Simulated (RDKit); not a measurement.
Input for RDKit: UFF on C3H4O2 (SMILES C=CC(=O)O), a point of a torsion scan.

```python
from rdkit import Chem
from rdkit.Chem import AllChem, rdDetermineBonds

blocks = [
'''9

C    -1.38298160   -0.35430306   -0.25942503
C    -0.52871961    0.44208824    0.36582140
C     0.92980346    0.28316018    0.19711374
O     1.47743926   -0.28912476   -0.70981149
O     1.61032840    0.88677798    1.18465070
H    -1.02349561   -1.11527848   -0.93301836
H    -2.44833620   -0.26735746   -0.13278725
H    -0.83456033    1.20374045    1.06676369
H     2.56447728    0.77301820    1.05298180
''',
]
mol = None
for b in blocks:
    f = Chem.MolFromXYZBlock(b)
    rdDetermineBonds.DetermineBonds(f, charge=0)
    mol = f if mol is None else Chem.CombineMols(mol, f)
Chem.SanitizeMol(mol)
print(Chem.MolToSmiles(Chem.RemoveHs(mol)))
ff = AllChem.UFFGetMoleculeForceField(mol, vdwThresh=100.0, ignoreInterfragInteractions=False)
e = ff.CalcEnergy()
print(f'UFF energy {e:.6f} kcal/mol')
```

The log:

```
C=CC(=O)O
UFF energy 15.670584 kcal/mol
```

The run finished.

Cost: about 0.04 core-seconds (a rough figure).
